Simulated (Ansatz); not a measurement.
Calculated with Ansatz (gas phase, PBE0-D4/def2-TZVP geometries, no zero-point term in ΔE). CCSD(T)/CBS is the MP2 limit (def2-TZVPP, def2-QZVPP) plus CCSD(T) − MP2 in def2-TZVPP, frozen cores. This one scheme is used for every species. Functionals use def2-TZVPP. Elements past krypton have def2 core potentials. For Sn outer-core shells are correlated without core-valence functions, which leaves a few kJ/mol of doubt a bond.

Reaction (formal exchange of groups at the Sn–Cl bond): `C#[C][SnH2][Cl]` + CH₄ → `C#[C][SnH2][CH3]` + HCl

CCSD(T)/CBS gives +25.5 kcal/mol.

Another level gave +28.6 kcal/mol. Which?
A. r2SCAN0-D4/def2-TZVPP
B. RPA@PBE/def2-TZVPP
C. PBE/def2-TZVPP
D. BHLYP/def2-TZVPP

D. BHLYP 28.6, r2SCAN0-D4 27.4, RPA@PBE/def2-TZVPP 23.3, PBE 26.0 kcal/mol.

Largest T1 diagnostic among the species: 0.013.

From BLYP to BHLYP (50 % exact exchange), in def2-TZVPP and without D4, ΔE moves by +1.2 kcal/mol. At CCSD(T), def2-SVP lies +1.3 kcal/mol from the extrapolated value and def2-TZVPP −1.3 kcal/mol.
